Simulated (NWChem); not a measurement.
System: CF$_{3}$, doublet; SMILES F[C](F)F

All runs: NWChem. Spin-unrestricted. In the optimisation the excess spin sits in a (C3, its own frame). Geometry: optimised at PBE0/def2-SVP, spin-unrestricted. No stability test was run on the SCF state. Level PBE/def2-SVPD: energy and gradient; each run changes one setting, and changes count from the defaults (medium grid, exact Coulomb integrals, symmetry on).

Problem. Which setting moves the energy most, and by about how much (defaults; Coulomb fitting, Weigend set; symmetry off; extra-fine grid; Becke weights; Coulomb fitting, Ahlrichs set)?

Solution. Coulomb fitting, Ahlrichs set, by about 700 μHa.
```tsv
setting	size of the energy change (μHa)	largest change of a gradient component (μHa/bohr)
defaults	< 10	< 30
Coulomb fitting, Weigend set	200	40
symmetry off	< 10	other frame
Becke weights	20	40
Coulomb fitting, Ahlrichs set	700	200
extra-fine grid	< 10	< 30
```
